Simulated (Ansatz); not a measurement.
Ansatz (a first-principles code) input (CCSD(T)/aug-cc-pVTZ):

Ansatz 0.2 input:
```yaml
crystal:
  periodic: [false, false, false]
  atoms:
    - {symbol: C, position_ang: [-2.67638851, -0.66815493, -0.33848528]}
    - {symbol: C, position_ang: [-1.46826120, 0.04972244, 0.25989300]}
    - {symbol: C, position_ang: [-0.19620114, -0.06175568, -0.56633806]}
    - {symbol: C, position_ang: [1.04087390, 0.47501431, 0.22864020]}
    - {symbol: C, position_ang: [2.29018034, 0.35586680, -0.69314593]}
    - {symbol: O, position_ang: [1.20106381, -0.12174615, 1.40433802]}
    - {symbol: H, position_ang: [-2.47371594, -1.73753657, -0.45408812]}
    - {symbol: H, position_ang: [-3.56860072, -0.56624322, 0.29036767]}
    - {symbol: H, position_ang: [-2.92587197, -0.27788499, -1.33148924]}
    - {symbol: H, position_ang: [-1.22426598, -0.34978886, 1.24808990]}
    - {symbol: H, position_ang: [-1.70953412, 1.11101196, 0.40397911]}
    - {symbol: H, position_ang: [-0.31539770, 0.46560103, -1.52680895]}
    - {symbol: H, position_ang: [-0.00316860, -1.12111823, -0.78853870]}
    - {symbol: H, position_ang: [0.84927038, 1.60040647, 0.29152175]}
    - {symbol: H, position_ang: [3.15465602, 0.77766502, -0.17304697]}
    - {symbol: H, position_ang: [2.16973216, 0.87226964, -1.65815333]}
    - {symbol: H, position_ang: [2.49716548, -0.70457063, -0.87992087]}
basis:
  gaussian:
    orbitals: aug-cc-pVTZ
total_charge: -1
magnetization: {spin_polarized: false}
correlation: {method: ccsd_t, electrons: outside_noble_gas}
```

End of the output:

```
integrals: 14.78 GiB planned
2970 factors; integrals over basis functions are off by at most 9.9e-4 eV
5.79 GiB of device memory are held for the factors and their scratch space
mean field: 5.72 GiB planned
mean field evaluation 1: about -7360.0086 eV, gradient 4.3e1 eV
mean field evaluation 2: about -7360.1313 eV, gradient 4.3e1 eV
mean field evaluation 4: about -7365.0237 eV, gradient 7.4e0 eV
mean field evaluation 8: about -7365.1573 eV, gradient 3.9e-1 eV
mean field evaluation 16: about -7363.7279 eV, gradient 2.5e1 eV
mean field -7365.15818635 eV, -270.6645710650 hartree, gradient 7.3e-6 eV, S^2 0.000000; 0 other end points of the search recorded, 0 dependent functions left out
6 core orbitals not correlated
reference -7365.15818635 eV, -270.6645710650 hartree; 19, 19 occupied and 504, 504 virtual orbitals, 2970 factors
second order -31.79432908 eV of doubles, -0.00000000 eV of singles
coupled cluster: 32.30 GiB planned
cycle   1  -32.12679474 eV  change   -3.3e-1 eV  update   1.4e-1
cycle   2  -32.82233424 eV  change   -7.0e-1 eV  update   5.3e-2
cycle   3  -33.06012863 eV  change   -2.4e-1 eV  update   3.5e-2
cycle   4  -33.09180592 eV  change   -3.2e-2 eV  update   1.3e-2
cycle   5  -33.08044986 eV  change    1.1e-2 eV  update   9.8e-3
cycle   6  -33.07810711 eV  change    2.3e-3 eV  update   5.6e-3
cycle   7  -33.07984674 eV  change   -1.7e-3 eV  update   3.2e-3
cycle   8  -33.08015309 eV  change   -3.1e-4 eV  update   1.7e-3
cycle   9  -33.07976670 eV  change    3.9e-4 eV  update   7.6e-4
cycle  10  -33.07979867 eV  change   -3.2e-5 eV  update   3.6e-4
cycle  11  -33.08008765 eV  change   -2.9e-4 eV  update   2.1e-4
cycle  12  -33.07999215 eV  change    9.5e-5 eV  update   1.1e-4
cycle  13  -33.07986996 eV  change    1.2e-4 eV  update   5.8e-5
cycle  14  -33.07989082 eV  change   -2.1e-5 eV  update   2.7e-5
perturbative correction -1.43081216 eV, -0.0525813770 hartree
Total energy: -7399.66888933 eV, -271.9328160071 hartree
```

It need not be the lowest isomer of its formula. Whether it binds its extra electron was not tested at this geometry.
